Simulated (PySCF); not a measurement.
Molecule: `O=C(O)c1cccs1`, C$_{5}$H$_{4}$O$_{2}$S.

Geometry (Å), atoms numbered from 1 in this order:
```xyz
12

O     2.3632    1.1862   -0.4077
C     1.8214    0.2531    0.1285
O     2.4836   -0.6624    0.8515
C     0.3791   -0.0107    0.0712
C    -0.5451    0.7592   -0.6001
C    -1.8618    0.2560   -0.4755
C    -1.9097   -0.8869    0.2882
S    -0.3664   -1.3550    0.8555
H     3.4178   -0.4061    0.8312
H    -0.2537    1.6513   -1.1552
H    -2.7423    0.7131   -0.9283
H    -2.7869   -1.4803    0.5451
```

Geometry PBE0-D3(BJ)/def2-SVP throughout; GIAO in PySCF 2.14.0 with density-fitted response routines, gas phase, one conformer, non-relativistic; equivalent atoms averaged; functional PBE0.

Problem. How do the shifts δ (against H2O, TMS, CS2 at the same level) depend on the basis set? (a selection of nuclei; ppm; last column core-seconds on shared hosts with different chips, so compare them loosely)

Solution. 
```tsv
basis set	functions	O1	O3	C7	C2	C5	C6	S8	H10	H9	core-s
STO-3G	48	385.1	122.7	121.3	112.0	110.0	107.0	95.0	7.08	5.32	3.6
pcSseg-0	84	436.2	207.8	152.0	174.9	146.4	137.0	213.1	8.19	4.95	7.6
6-31G	84	370.6	178.0	136.2	154.3	131.1	122.6	183.2	8.28	5.06	7.2
6-31G*	124	345.3	168.7	129.8	148.9	129.7	120.4	210.5	7.94	5.06	10
cc-pVDZ	136	373.9	186.6	135.2	154.7	134.2	125.5	208.7	7.89	4.83	15
def2-SVP	136	373.8	186.1	134.5	154.3	133.5	124.0	228.3	7.95	5.04	14
pcSseg-1	163	400.2	202.5	141.3	163.4	141.9	132.4	232.8	8.13	5.59	18
aug-cc-pVDZ	224	358.6	182.4	135.8	158.3	134.1	124.3	225.9	8.23	5.50	31
6-311+G(2d,p)	248	376.0	191.2	139.3	162.3	139.9	130.1	259.0	8.22	5.28	30
def2-TZVP	278	384.7	196.4	140.3	164.0	141.7	131.8	266.8	8.22	5.31	46
cc-pVTZ	300	385.8	196.3	139.8	162.8	140.6	131.1	232.9	8.15	5.53	51
IGLO-III	329	386.5	196.4	143.8	166.6	144.7	134.5	264.9	8.20	5.53	55
```

Problem. Which nucleus among those listed moves most, in ppm?

Solution. S8 (aromatic ring sulfur): from 95.0 ppm with STO-3G to 266.8 ppm with def2-TZVP. The smallest spread is 0.75 ppm, at H9. Proton shifts span only some 12 ppm, so a few tenths of a ppm matter as much there as several ppm in carbon.

Problem. Taking the largest basis, IGLO-III (329 functions), as the yardstick, rank the others by their worst heavy-atom deviation.

Solution. def2-TZVP 3.5 ppm (278 functions), 6-311+G(2d,p) 10.6 ppm (248 functions), cc-pVTZ 32.0 ppm (300 functions), pcSseg-1 32.0 ppm (163 functions), def2-SVP 36.6 ppm (136 functions), aug-cc-pVDZ 38.9 ppm (224 functions), pcSseg-0 51.8 ppm (84 functions), 6-31G* 54.3 ppm (124 functions), cc-pVDZ 56.1 ppm (136 functions), 6-31G 81.7 ppm (84 functions), STO-3G 169.9 ppm (48 functions).

A small basis that lands close on one nucleus may do so by chance; judge by the trend and by all nuclei.
